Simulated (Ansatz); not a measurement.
Calculated with Ansatz (gas phase, PBE0-D4/def2-TZVP geometries, no zero-point term in ΔE). CBS: MP2 limit from def2 TZ/QZ plus the TZ coupled-cluster correction, frozen cores. This one scheme is used for every species, atoms too. Functionals use def2-TZVPP. Open shells (•) are unrestricted, without spin–orbit coupling. Spin–orbit coupling would lower the free atoms: a little for C, F, Si.

Consider the atomization: `C/C([SiH3])=C\F` → 3 C• + F• + 7 H• + Si•.

```tsv
level	ΔE (kJ/mol)
ωB97X-V	4537.2
CCSD/def2-TZVPP	4354.2
HF/def2-QZVPP	3379.1
MP2/def2-QZVPP	4535.3
```

Problem. What does CCSD(T)/CBS give? (Estimate.)

Solution. Ansatz gave: +4521.8 kJ/mol. The listed levels differ from it by 15.4, -167.6, -1142.7, 13.5 kJ/mol.

Largest T1 diagnostic among the species: 0.012.

From PBE to PBE0 (25 % exact exchange), in def2-TZVPP and without D4, ΔE moves by −67.6 kJ/mol: exact exchange takes away binding that semilocal exchange gives to molecules. The D4 term adds +37.4 kJ/mol with B3LYP and +19.6 kJ/mol with PBE0; it sums over pairs of atoms, weighted by their polarisabilities, and B3LYP, whose exchange is more repulsive, gets the larger term. In def2-TZVPP, CCSD(T) changes the Hartree–Fock value by +1043.0 kJ/mol (the triples alone add +62.2 kJ/mol) and MP2 by +1099.4 kJ/mol; breaking electron pairs costs correlation energy, which Hartree–Fock lacks.

B3LYP here is the variant with VWN-RPA as its local correlation; programs differ in this.

For atomizations the MP2-based limit and the directly extrapolated one differ by several kJ/mol either way, and by 10 to 25 for some Ge, Se and Sn compounds, so smaller differences from it don't rank the levels.
